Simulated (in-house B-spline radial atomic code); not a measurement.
A run on Mo XXVIII (Mo27+) that did not converge. Method: scalar-relativistic (X2C) wB97X, spin-polarised, spherical fractional occupations, Fermi nucleus of rms radius 4.4091 fm; computed with an all-electron radial atomic-structure program (B-spline basis).

Command:
```bash
python run_scf.py task.json out
```
Settings (nuclear radius in fm, mass in u):
```
Z                42
configuration    [Ne] 3s2 3p3
hamiltonian      x2c
method           wb97x
spin_polarised   True
nucleus          fermi
rms_radius       4.4091
atomic_mass      97.9054
speed_of_light   137.035999084
```

First and last ten iterations of the last attempt (damped for 15 steps, keeping 80 % of the old Fock matrix, then DIIS):
```
 iter        energy (Eh)    residual
    1       -3512.520529    4.83e+00
    2       -3538.635365    4.62e-01
    3       -3538.753969    3.60e-01
    4       -3538.826160    2.80e-01
    5       -3538.870073    2.18e-01
    6       -3538.896774    1.70e-01
    7       -3538.913002    1.32e-01
    8       -3538.922862    1.03e-01
    9       -3538.928852    8.02e-02
   10       -3538.932490    6.25e-02
  111       -3538.938115    1.99e-06
  112       -3538.938115    1.84e-06
  113       -3538.938115    1.06e-06
  114       -3538.938115    7.82e-07
  115       -3538.938115    1.38e-06
  116       -3538.938115    9.49e-07
  117       -3538.938115    8.56e-07
  118       -3538.938115    9.04e-07
  119       -3538.938115    3.51e-06
  120       -3538.938115    3.55e-06
 not converged after 120 iterations
```

The smallest residual met was 6.4e-07; the threshold is about 4e-07. Over the last five steps the energy moves by less than 5e-08 hartree, but the orbitals didn't meet the threshold. Run time, properties included: 3.1 s on 1 thread of Arm Neoverse V2, on a shared host.
